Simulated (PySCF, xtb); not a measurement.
difluoro(fluorosilyl)silane (F₃H₃Si₂), SMILES F[SiH2][SiH](F)F. The values are those of a single conformer.

Harmonic wavenumbers (cm⁻¹) from xtb 6.7.1 with GFN2-xTB at its own minimum, in rising order: 19, 129, 151, 188, 259, 428, 479, 576, 639, 652, 723, 779, 810, 832, 846, 2281, 2298, 2361.

Question: What does PySCF with PBE-D3(BJ)/def2-SVP give at its own minimum? (The exact figures need the calculation; the answer reports its results.)

Answer: 47, 86, 170, 201, 301, 424, 507, 708, 767, 793, 812, 829, 901, 910, 929, 2166, 2181, 2192. Paired by order, the mean absolute difference is 76 cm⁻¹ and the zero-point energies are 20.7 and 21.3 kcal/mol.
